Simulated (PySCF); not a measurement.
## From computed data to an observable: entropy of an ideal gas

Hf(OH)3(H) (H4HfO3), SMILES [OH][HfH]([OH])[OH], multiplicity 1.

Geometry optimised at PBE-D3(BJ)/def2-SVP. The spin state was assumed, not searched. The structure was generated by enumeration; whether it is a known compound was not checked. The def2 effective core potentials stand for the cores of Hf; spin–orbit coupling is left out. The values are those of a single conformer.

PBE-D3(BJ)/def2-SVP run with PySCF gives the harmonic wavenumbers 101, 132, 159, 160, 263, 264, 338, 339, 370, 524, 524, 691, 691, 702, 1670, 3886, 3887, 3890 cm⁻¹ and the rotational temperatures 0.2204, 0.2204, 0.1270 K. The molar mass is 230.52 g/mol, the symmetry number 3, the spin multiplicity 1.

### Question
Work out the entropy at 298.15 K and 1 atm in the rigid-rotor, harmonic-oscillator model.

### Answer

Translation (Sackur–Tetrode at 1 atm): S = R[1.5 ln M + 2.5 ln T − 1.16487] = 176.6 J/(mol K).
Rotation: q = (√π/σ) T^1.5/√(θA θB θC) = 38700, S = R[ln q + 3/2] = 100.3 J/(mol K).
Vibration: with u = 1.4388 ν/T, each mode gives R[u/(e^u − 1) − ln(1 − e^−u)]:
```
ν (cm⁻¹)  modes     u  S (J/(mol K))
--------  -----  ----  -------------
101           1  0.49          14.37
132           1  0.64          12.20
159           1  0.77          10.72
160           1  0.77          10.67
263           1  1.27           6.87
264           1  1.27           6.84
338           1  1.63           5.11
339           1  1.64           5.09
370           1  1.79           4.52
524           2  2.53           5.03
691           2  3.33           2.65
702           1  3.39           1.27
1670          1  8.06           0.02
```
The stiffer modes add less than 0.005 each. Sum 85.4 J/(mol K).
Spin: R ln 1 = 0.0 J/(mol K).
Total 362.3 J/(mol K); the program's own thermochemistry gives 362.3. Translation makes up 49 % and vibration 24 %. Anharmonicity, hindered rotation and orbital degeneracy are left out.
